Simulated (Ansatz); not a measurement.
The cluster Al2SiO5: single points at one geometry.

```yaml
crystal:
  periodic: [false, false, false]
  atoms:
    - {symbol: Al, position_ang: [1.031370, 1.064639, -1.271517]}
    - {symbol: Al, position_ang: [0.316760, -1.289311, -0.394905]}
    - {symbol: Si, position_ang: [-1.124422, -0.340200, 1.388153]}
    - {symbol: O, position_ang: [-0.711423, -1.910422, 0.874301]}
    - {symbol: O, position_ang: [1.312531, -0.707559, -1.623410]}
    - {symbol: O, position_ang: [-0.166059, 0.413282, 0.205222]}
    - {symbol: O, position_ang: [-2.033496, 0.172426, 2.512644]}
    - {symbol: O, position_ang: [1.374749, 2.597124, -1.690477]}
basis:
  gaussian: {orbitals: def2-TZVP, initial_orbitals: start.molden}
hamiltonian: {xc: {name: r2SCANh}, dispersion: d4}
scf: {omitted_lower_state_checks: [starts]}
output: {orbitals: {seedname: orbitals}}
```

The file start.molden holds the orbitals of an earlier run on this structure, at another level or in another basis.

```sh
$ ansatz run in.yaml --threads 4 --pin off --events-out ev --progress --plain --max-ram 4787MiB
```

Shortened log:

```
Functional definition: r2SCANh
1525 factors; their error is unknown
mean field evaluation 1: about -31310.7669 eV, gradient 7.2e0 eV
mean field evaluation 2: about -31310.8096 eV, gradient 5.4e-2 eV
mean field evaluation 4: about -31310.8332 eV, gradient 2.5e-4 eV
mean field -31310.83323059 eV, -1150.6518979790 hartree, gradient 1.1e-5 eV, S^2 0.000000; 0 other end points of the search recorded, 0 dependent functions left out
reference -31310.83324534 eV, -1150.6518985212 hartree; 40, 40 occupied and 226, 226 virtual orbitals, 1525 factors
Total energy: -31310.90725587 eV, -1150.6546183580 hartree
Checks for a lower state left out: starts
```

Hardware: 4 threads of Arm Neoverse V1 on a shared host. Wall time 11 s, peak host memory 0.91 GiB.

The first input with `hamiltonian: {xc: r2scan, dispersion: d4}` (abridged; 7.5 s):

```
Functional definition: r2SCAN
mean field -31311.89152944 eV, -1150.6907897446 hartree, gradient 1.6e-5 eV, S^2 0.000000
Total energy: -31311.95906059 eV, -1150.6932714687 hartree
Checks for a lower state left out: starts
```

As the first input, with `hamiltonian: {xc: pbe, dispersion: d4}`, `output: {forces: true, orbitals: {seedname: orbitals}}` (abridged; 4.2 s):

```
Functional definition: PBE
mean field -31297.01542419 eV, -1150.1441029599 hartree, gradient 1.5e-5 eV, S^2 0.000000
Total energy: -31297.30427064 eV, -1150.1547178713 hartree
Atom 0 force     0.063066    -0.044166    -0.077196 eV/Å
Atom 1 force    -0.056094     0.274897     0.069726 eV/Å
Atom 2 force     0.125861    -0.122631    -0.156685 eV/Å
Atom 3 force    -0.045566     0.536411     0.057802 eV/Å
Atom 4 force    -0.181260     0.145507     0.224206 eV/Å
Atom 5 force    -0.282631    -0.275198     0.349263 eV/Å
Atom 6 force     0.437117    -0.230816    -0.540465 eV/Å
Atom 7 force    -0.060492    -0.284003     0.073349 eV/Å
Dipole moment:    -0.060698    -1.628176     0.069696 e Å
Checks for a lower state left out: starts
```

The first input with `gaussian: {orbitals: def2-SVP, initial_orbitals: start.molden}`, `correlation: {method: ccsd_t}` and without the key `hamiltonian` (abridged; 16 s):

```
Functional definition: HF
mean field -31204.30139879 eV, -1146.7369253704 hartree, gradient 1.4e-6 eV, S^2 0.000000
20 core orbitals not correlated: weight in the atoms' cores, before any rotation towards them, 1.000 or more for the frozen orbitals, at most 0.000 for the correlated occupied ones
second order -31.06366871 eV of doubles, -0.00000000 eV of singles
cycle   1  -29.49556983 eV  change     1.6e0 eV  update   2.2e-1
cycle   2  -30.53242578 eV  change    -1.0e0 eV  update   9.1e-2
cycle   3  -30.83402154 eV  change   -3.0e-1 eV  update   4.7e-2
cycle   4  -30.87681955 eV  change   -4.3e-2 eV  update   1.7e-2
cycle   5  -30.85476099 eV  change    2.2e-2 eV  update   8.3e-3
cycle   6  -30.84723880 eV  change    7.5e-3 eV  update   3.7e-3
cycle   7  -30.84867006 eV  change   -1.4e-3 eV  update   2.4e-3
cycle   8  -30.84956191 eV  change   -8.9e-4 eV  update   1.4e-3
cycle   9  -30.84914001 eV  change    4.2e-4 eV  update   6.2e-4
cycle  10  -30.84898380 eV  change    1.6e-4 eV  update   3.1e-4
cycle  11  -30.84937986 eV  change   -4.0e-4 eV  update   1.6e-4
cycle  12  -30.84925981 eV  change    1.2e-4 eV  update   8.5e-5
cycle  13  -30.84920514 eV  change    5.5e-5 eV  update   4.8e-5
cycle  14  -30.84923980 eV  change   -3.5e-5 eV  update   2.8e-5
perturbative correction -1.04571610 eV, -0.0384293578 hartree
Total energy: -31236.19635469 eV, -1147.9090433806 hartree
Checks for a lower state left out: starts
```

The first input with `hamiltonian: {xc: pbe0, dispersion: d4}` (abridged; 8.5 s):

```
Functional definition: PBE0
mean field -31297.92066102 eV, -1150.1773697998 hartree, gradient 9.5e-6 eV, S^2 0.000000
Total energy: -31298.16798745 eV, -1150.1864588784 hartree
Checks for a lower state left out: starts
```

First input, but with `hamiltonian: {xc: {name: BHLYP}, dispersion: d4}` (abridged; 8 s):

```
Functional definition: BHLYP
mean field -31313.30442051 eV, -1150.7427125336 hartree, gradient 6.3e-5 eV, S^2 0.000000
Total energy: -31313.71965235 eV, -1150.7579720223 hartree
Checks for a lower state left out: starts
```

Geometry: PBE-D4/def2-SVP.

Correlated methods freeze 20 core orbitals. At CCSD(T)/def2-SVP T1 of the charge 0 singlet is large (up to 0.025), so the single-reference result is doubtful. Another isomer (singlet) lies 0.57 eV lower at PBE0-D4/def2-TZVP; other spin states weren't run for this one.
